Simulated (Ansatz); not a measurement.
The cluster B₈N⁺, relaxed as a singlet with RKS PBE0-D4/def2-SVP in Ansatz, starting from the GFN1-xTB geometry. Force threshold 0.02 eV/Å.

The restricted singlet is unstable towards broken spin symmetry in Hartree–Fock (as tested in another run); at PBE0-D4/def2-SVP this wasn't settled. Another isomer (singlet) lies 5.46 eV lower at PBE0-D4/def2-TZVP; other spin states weren't run for this one.

Start:

```xyz
9

N    -0.3171   -0.0112    0.1055
B    -1.9040   -0.0650    0.6245
B    -0.6364   -0.5016    1.4786
B     0.9017    0.6077   -1.8207
B    -0.5605    0.8286   -2.0644
B     1.2684    0.0458   -0.4152
B     1.8411   -0.5147    0.9196
B    -1.4168    0.4297   -0.8047
B     0.8235   -0.8193    1.9768
```

```tsv
step	energy (eV)	largest force component (eV/Å)	SCF passes
1	-6866.7352	1.760	19
2	-6866.9529	1.151	27
3	-6866.9807	0.670	26
4	-6867.0299	0.254	28
5	-6867.0331	0.031	28
6	-6867.0331	0.015	28
```

Force components are those of the run's own axes.

End:

Cartesian coordinates in Å:
```
N -0.385 -0.013 0.126
B -1.846 -0.064 0.606
B -0.635 -0.521 1.530
B 0.928 0.623 -1.868
B -0.577 0.856 -2.131
B 1.224 0.042 -0.402
B 1.890 -0.525 0.943
B -1.448 0.449 -0.845
B 0.851 -0.847 2.041
```

By distances, no bond broke or formed. The bond that changes most is N1–B2, from 1.67 to 1.54 Å (atoms count from 1).

No frequencies were taken in this run, so the end may be a saddle point.

Run time 10 s (4 threads of Arm Neoverse V2 on a shared host).
